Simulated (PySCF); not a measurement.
Bonds: C1-C2, C2-C3, C3-N4, C2-C5, C5-O6, C2-C7, C7-C8, C8-Si9. C1 carries H10, H11, H12; C3 carries H13; N4 carries H14; C5 carries H15; C7 carries H16, H17; C8 carries H18, H19; Si9 carries H20, H21, H22.

[PySCF 2.14.0 with density-fitted response routines: NMR shieldings at PBE0/pcSseg-1/GIAO; structure optimised with GFN2-xTB; rapidly exchanging positions averaged; isolated molecule; non-relativistic; one computed conformer]

δ = σ(ref) − σ, references computed at the same level: 13C vs TMS.

Do the 13C shifts follow the atomic charges (in e)? Tabulate both.

## Answers


```
atoms  hybridisation  δ (ppm)  σ para (ppm)  Hirshfeld    IAO  Mulliken  ESP-fitted
   C5              –    211.4          -276      +0.14  +0.27     +0.38       +0.38
   C3              –    180.8          -245      +0.06  +0.05     +0.18       +0.21
   C2              –     59.7          -125      +0.00  -0.03     -0.66       +0.27
   C7              –     32.7           -97      -0.07  -0.25     -0.12       -0.22
   C1              –     24.3           -83      -0.11  -0.41     -0.13       -0.52
   C8              –      7.7           -73      -0.16  -0.53     -0.52       -0.34
```

Correlation coefficients of δ with charge over these carbons: Hirshfeld +0.94, IAO +0.91, Mulliken +0.79, ESP-fitted +0.81; with the paramagnetic shielding -1.00. With so few points these coefficients are fragile. Charge is one influence among several: hybridisation and low-lying excitations act through the paramagnetic term.

Shifts are as computed. Against solution values, carbons near 30 ppm lie about +3 ppm off and those near 130 ppm about +5 ppm. Of 1309 compounds with measured shifts, 239 miss one by over three times the rms of a fit or turn the order of signals round; such compounds aren't used in these exercises.
